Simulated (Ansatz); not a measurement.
The same path of CH₄F₂OSi₂ (10 atoms, charge 0, multiplicity 1) was run 3 times with different band settings. The coordinate that changes most is the dihedral O1–C2–Si4–F6.

Computed with Ansatz, RKS PBE-D4/STO-3G.

Relaxed end points:

```xyz
10
Properties=species:S:1:pos:R:3
O -1.583 -1.309 0.730
C -0.657 -0.560 0.298
Si 0.184 -0.810 -1.441
Si 0.059 0.945 1.355
F 1.459 1.431 0.620
F -0.951 2.255 1.329
H 0.139 0.449 -2.173
H -0.477 -1.846 -2.222
H 1.582 -1.174 -1.249
H 0.328 0.567 2.756
```

```xyz
10
Properties=species:S:1:pos:R:3
O -2.043 -0.668 0.140
C -0.835 -0.298 0.052
Si 0.449 -1.182 -1.117
Si -0.106 1.213 1.094
F 0.418 2.402 0.069
F -1.231 1.915 2.080
H 1.096 -0.175 -1.948
H -0.178 -2.184 -1.966
H 1.476 -1.816 -0.300
H 1.038 0.742 1.900
```

Common settings: movable images 7; climbing image yes; optimiser quadratic models (default); start path IDPP; force threshold 0.05 eV/Å; end points relaxed.

| run | spring | iteration limit |
| --- | --- | --- |
| 1 | 5.0 eV/Å² | 57 |
| 2 | 2.0 to 10.0 eV/Å², energy-weighted | 60 |
| 3 | 50.0 eV/Å² | 60 |

(1) What does each run give, and how far can it be trusted?

Answers

(1) Run 1: converged after 5 iterations, highest image 0.020 eV above the first end. The top lies less than 8 meV above the higher end, about what the thresholds resolve: that end is a shoulder or a very shallow well. A vibrational analysis at the climbing image gives no mode beyond 40i cm⁻¹: the surface is too flat there to confirm a saddle point.
Run 2: converged after 14 iterations, highest image 0.020 eV above the first end. The top lies less than 8 meV above the higher end, about what the thresholds resolve: that end is a shoulder or a very shallow well. Another band between the same ends (7 images) ends at a top of the same energy, where a vibrational analysis finds no clearly imaginary modes.
Run 3: converged after 5 iterations, highest image 0.020 eV above the first end. The top lies less than 8 meV above the higher end, about what the thresholds resolve: that end is a shoulder or a very shallow well. Another band between the same ends (7 images) ends at a top of the same energy, where a vibrational analysis finds no clearly imaginary modes.
Limits of this set-up: minimal basis.
